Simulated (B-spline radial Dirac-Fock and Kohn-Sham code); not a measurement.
These are calculated numbers from a B-spline atomic structure program; the model is Dirac-Hartree-Slater photoionisation with all multipoles and Dirac-Fock thresholds. Kinetic energies are from the vacuum level. Open shells are spread statistically over j, without multiplet splitting. Without correlation, outer binding energies are uncertain by a few eV, most for open f shells.

**Question.** A free atom or ion in its tabulated ground configuration is ionised with Cr Kα (5414.7 eV) photons and gives these photoelectron lines. Identify it and assign the lines.

| kinetic energy (eV) | relative cross section |
| --- | --- |
| 1710.7 | 45.3 |
| 1989.8 | 55.7 |
| 2147.0 | 100.0 |
| 4649.7 | 9.3 |
| 4760.2 | 7.8 |
| 4788.3 | 14.1 |
| 4982.9 | 3.1 |
| 4988.2 | 4.3 |
| 5235.5 | 1.8 |
| 5273.2 | 1.3 |
| 5278.1 | 2.4 |
| 5332.9 | 0.21 |
| 5333.6 | 0.30 |

**Answer.** Pd⁵⁺, [Kr] 4d5. Binding energies are hν less the kinetic energy: 2s 3704.0 eV, 2p1/2 3424.9 eV, 2p3/2 3267.7 eV, 3s 765.0 eV, 3p1/2 654.5 eV, 3p3/2 626.4 eV, 3d3/2 431.8 eV, 3d5/2 426.5 eV, 4s 179.2 eV, 4p1/2 141.5 eV, 4p3/2 136.6 eV, 4d3/2 81.77 eV, 4d5/2 81.10 eV.

**Question.** A free atom or ion in its tabulated ground configuration is ionised with 1250 eV photons and gives these photoelectron lines. Identify it and assign the lines.

| kinetic energy (eV) | relative cross section |
| --- | --- |
| 485.0 | 24.6 |
| 595.5 | 33.6 |
| 623.6 | 68.3 |
| 818.2 | 68.8 |
| 823.5 | 100.0 |
| 1070.8 | 5.5 |
| 1108.5 | 6.2 |
| 1113.4 | 12.2 |
| 1168.2 | 3.8 |
| 1168.9 | 5.6 |

**Answer.** Pd⁵⁺, [Kr] 4d5. Binding energies are hν less the kinetic energy: 3s 765.0 eV, 3p1/2 654.5 eV, 3p3/2 626.4 eV, 3d3/2 431.8 eV, 3d5/2 426.5 eV, 4s 179.2 eV, 4p1/2 141.5 eV, 4p3/2 136.6 eV, 4d3/2 81.77 eV, 4d5/2 81.10 eV.
